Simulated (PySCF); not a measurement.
An unknown is described by computed data only.

Formula: C3H6F3OP.

| Quantity | Value |
| --- | --- |
| Rotational structure | rotational constants A, B, C: 3.165, 1.043, 0.937 GHz [GFN2-xTB] |
| NMR, other nuclei | isotropic shieldings of nuclei other than C and H, by class: 243 (1 O), 247 (3 F), 332 (1 P) ppm [GIAO PBE0/pcSseg-1] |
| UV, strongest line | among the 8 lowest singlet transitions: S8 at 8.61 eV (144 nm, f = 0.097) [TDDFT CAM-B3LYP/def2-SVPD] |
| Dipole | 2.38 D [CAM-B3LYP/def2-SVPD] |
| 13C NMR | chemical shifts (computed TMS as zero) by class: 132.5 (1 C), 41.9 (1 C), 19.8 (1 C) ppm [GIAO PBE0/pcSseg-1] |
| UV, first state | lowest singlet excitation: 7.49 eV (166 nm, f = 0.007) [TDDFT CAM-B3LYP/def2-SVPD] |
| Polarisability | 64.6 au [CAM-B3LYP/def2-SVPD] |

The electronic properties come from PySCF, for the isolated species, density fitting. Levels stand in brackets. One conformer (not necessarily the lowest) at the GFN2-xTB geometry, without solvent, vibrations or thermal averaging. Each NMR value is the plain mean over a class of atoms that symmetry, rotation or inversion makes alike.

**Question.** What is the compound? Reason from the data.

**Answer.** Numbering: `[CH3:1][P@H:2](=[O:3])[CH2:4][C:5]([F:6])([F:7])[F:8]`. 3 carbons fall into 3 classes; from least to most shielded: CF3 carbon [C5] (132.5 ppm), sp3 carbon bound to phosphorus [C4] (41.9 ppm), sp3 carbon bound to phosphorus [C1] (19.8 ppm). The other shieldings belong to: 243 ppm, phosphoryl oxygen [O3]; 247 ppm, fluorine of a CF3 group [F6/F7/F8]; 332 ppm, phosphoryl phosphorus [P2]. The optimised geometry has point group C1 and is an asymmetric top. Structure: `C[P@H](=O)CC(F)(F)F`. The assignments are read from this structure; whether some other isomer fits the data as well wasn't checked. The mirror image fits equally.

Shape of the structure used: `[CH3:1][P@H:2](=[O:3])[CH2:4][C:5]([F:6])([F:7])[F:8]`: C1–P2–C4–C5 -70°, P2–C4–C5–F6 -58°.
